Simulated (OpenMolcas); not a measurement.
Fe2+ (d6) on a cation site of an ionic host was computed by SS-CASPT2, IPEA 0.25 Eh, imaginary shift 0.1 Eh with the d shell active (OpenMolcas, ANO-RCC-VDZP on the metal). Its lowest spin-free states, and all those of the highest spin:

| 2S+1 | Degeneracy | E (cm-1) |
| --- | --- | --- |
| 5 | 2 | 0 |
| 5 | 3 | 4540 |
| 3 | 3 | 18810 |
| 3 | 2 | 20510 |
| 3 | 3 | 20650 |
| 3 | 3 | 21690 |
| 3 | 1 | 22020 |
| 3 | 3 | 24470 |
| 3 | 1 | 24620 |
| 3 | 3 | 25270 |
| 3 | 2 | 26670 |
| 3 | 3 | 26930 |

Task: Is the site octahedral, tetrahedral or cube-like, axial, or of lower symmetry?

Result: The states with 2S+1 = 5 have orbital degeneracies 2, 3. Threefold states need a cubic site. For d6 at this spin an octahedron puts the threefold T2 below the twofold E and a tetrahedron or cube puts the twofold E below the threefold T2, so the site is a tetrahedron or a cube, which this pattern cannot tell apart. The first gap at this spin, 4540 cm-1, is |10Dq| in ligand-field theory. The run had Fe2+ with its 8 nearest fluoride ions at 2.277 Å, on the Ca site of CaF2 (a = 5.46294 Å, distance in the model lattice 2.366 Å). The rest of the host is ab initio model potentials to 7.6 Å and point charges beyond; the distance is set by hand and nothing relaxes. Ligand basis ANO-RCC-VDZP.

Roots that are degenerate in the reference are averaged as groups; the widest CASPT2 spread within a group is 660 cm-1 (the 3-fold group of multiplicity 3 near 55300 cm-1 above the lowest state of its run). Shifts and gaps below about the spread of the groups concerned are not significant. Over all roots computed the reference weight is 0.68 to 0.70; a low but even weight reflects the number of correlated electrons. An orbital doublet at a regular site is open to a Jahn-Teller distortion, which this geometry leaves out. A single d shell leaves out the double-shell effect, which counts most for late 3d ions, where the CASPT2 field can be off either way by tens of per cent. Ligand-to-metal charge-transfer states are missing. These CASPT2 states fit no ligand-field parameters well, so their order and spin gaps are uncertain. For late 3d ions with one d shell CASPT2 can put B and the spin-flip bands somewhat low as well as high. With one d shell and no ligand orbital active, 10Dq can be off by tens of per cent for divalent 3d ions, low with halides held by bare charges and at times high in hosts, and the orbital part of g and χT goes as 1/10Dq. Free-ion shares, where given, are those of the reference states; single-state CASPT2 does not remix them. No measured value stands beside these numbers; the geometry was set by hand and not optimised.
